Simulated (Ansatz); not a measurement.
Isolated molecules relaxed with PBE0-D4/def2-TZVP in Ansatz; ΔE leaves out vibrations. CBS: MP2 limit from def2 TZ/QZ plus the TZ coupled-cluster correction, frozen cores. DFT in def2-TZVPP. B3LYP here is the variant with VWN-RPA as its local correlation; programs differ in this. For Ge outer-core shells are correlated without core-valence functions, which leaves a few kJ/mol of doubt a bond. Scalar relativity is left out up to krypton. One conformer a species, not always the lowest.

Reaction (redistribution): `[SiH3][GeH3]` + `C[O][Ge]([CH3])([OH])[OH]` → `[CH3][Ge]([OH])([OH])[GeH3]` + `CO[SiH3]`

`[SiH3][GeH3]`:

Z-matrix (Å, degrees):
```
Si
Ge 1 2.378
H 1 1.487 2 110.1
H 1 1.487 2 110.1 3 -120.0
H 1 1.487 2 110.1 3 120.0
H 2 1.538 1 110.6 3 179.7
H 2 1.538 1 110.6 3 -60.3
H 2 1.538 1 110.6 3 59.7
```

`C[O][Ge]([CH3])([OH])[OH]`:

Z-matrix (Å, degrees):
```
C
O 1 1.409
H 1 1.092 2 108.1
H 1 1.096 2 112.0 3 119.3
H 1 1.098 2 111.9 3 -118.7
Ge 2 1.775 1 120.2 3 -173.6
O 6 1.766 2 101.9 1 172.6
C 6 1.924 2 114.7 1 -64.3
O 6 1.770 2 109.9 1 56.2
H 7 0.961 6 110.4 2 -2.6
H 8 1.090 6 109.2 2 -170.3
H 8 1.090 6 109.9 2 70.3
H 8 1.090 6 110.0 2 -50.4
H 9 0.960 6 112.3 2 72.3
```

`[CH3][Ge]([OH])([OH])[GeH3]`:

Cartesian coordinates in Å:
```
C 1.563 0.837 0.965
Ge -0.052 -0.094 0.469
O 0.173 -1.763 1.066
O -1.352 0.709 1.394
Ge -0.680 -0.169 -1.886
H 2.428 0.375 0.488
H 1.502 1.885 0.670
H 1.676 0.776 2.048
H -0.530 -2.363 0.809
H -2.232 0.393 1.179
H -1.990 -0.967 -2.037
H -0.912 1.245 -2.441
H 0.405 -0.863 -2.724
```

`CO[SiH3]`:

Z-matrix (Å, degrees):
```
C
O 1 1.408
H 1 1.091 2 108.3
H 1 1.096 2 111.5 3 119.2
H 1 1.096 2 111.5 3 -119.2
Si 2 1.642 1 122.4 3 -179.7
H 6 1.481 2 106.5 1 179.8
H 6 1.490 2 110.9 1 59.7
H 6 1.490 2 110.9 1 -60.1
```

```json
{"level": "PBE-D4", "ΔE (kcal/mol)": "-8.8", "difference from CCSD(T)/CBS": "0.5"}
{"level": "r2SCAN-D4", "ΔE (kcal/mol)": "-9.0", "difference from CCSD(T)/CBS": "0.3"}
{"level": "PBE0-D4", "ΔE (kcal/mol)": "-8.5", "difference from CCSD(T)/CBS": "0.8"}
{"level": "ωB97X-V", "ΔE (kcal/mol)": "-8.4", "difference from CCSD(T)/CBS": "0.9"}
{"level": "ωB97M-V", "ΔE (kcal/mol)": "-9.6", "difference from CCSD(T)/CBS": "-0.3"}
{"level": "B2PLYP", "ΔE (kcal/mol)": "-10.1", "difference from CCSD(T)/CBS": "-0.8"}
{"level": "r2SCAN", "ΔE (kcal/mol)": "-9.0", "difference from CCSD(T)/CBS": "0.3"}
{"level": "PBE0", "ΔE (kcal/mol)": "-8.6", "difference from CCSD(T)/CBS": "0.7"}
{"level": "B3LYP", "ΔE (kcal/mol)": "-10.7", "difference from CCSD(T)/CBS": "-1.4"}
{"level": "MP2/def2-TZVPP", "ΔE (kcal/mol)": "-9.6", "difference from CCSD(T)/CBS": "-0.3"}
{"level": "SCS-MP2/def2-TZVPP", "ΔE (kcal/mol)": "-9.7", "difference from CCSD(T)/CBS": "-0.4"}
{"level": "CCSD/def2-TZVPP", "ΔE (kcal/mol)": "-8.5", "difference from CCSD(T)/CBS": "0.8"}
{"level": "CCSD(T)/def2-TZVPP", "ΔE (kcal/mol)": "-8.3", "difference from CCSD(T)/CBS": "1.0"}
{"level": "MP2/def2-QZVPP", "ΔE (kcal/mol)": "-10.3", "difference from CCSD(T)/CBS": "-1.0"}
{"level": "MP2/CBS(def2)", "ΔE (kcal/mol)": "-10.6", "difference from CCSD(T)/CBS": "-1.3"}
{"level": "CCSD/CBS(def2)", "ΔE (kcal/mol)": "-9.5", "difference from CCSD(T)/CBS": "-0.2"}
{"level": "CCSD(T)/CBS", "ΔE (kcal/mol)": "-9.3", "difference from CCSD(T)/CBS": "0"}
```

Largest T1 diagnostic among the species: 0.012.
